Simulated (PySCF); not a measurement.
C2H5S, SMILES CC[S], multiplicity 2.

Coordinates come from a PBE0-D3(BJ)/def2-TZVP optimisation. The isomer is the one that the SMILES or the coordinates give; other isomers of the formula were not compared.

Calculation: CAM-B3LYP/def2-TZVPD run with PySCF.

Isolated molecule, no solvent.

- total energy = -477.37648 hartree
- point group = Cs
- α spin, highest occupied and lowest empty level = -8.33 and 0.86 eV
- β spin, highest occupied and lowest empty level = -8.00 and -2.66 eV
- dipole moment = 1.81 D
- quadrupole, principal values (traceless, Buckingham form, about the centre of nuclear charge) = -2.45, 0.06, 2.40 D·Å
- mean static polarisability = 47.4 bohr³ (7.02 Å³)
- polarisability, principal values = 39.9, 45.1, 57.1 bohr³
- ⟨S²⟩ = 0.755 (pure state 0.75)
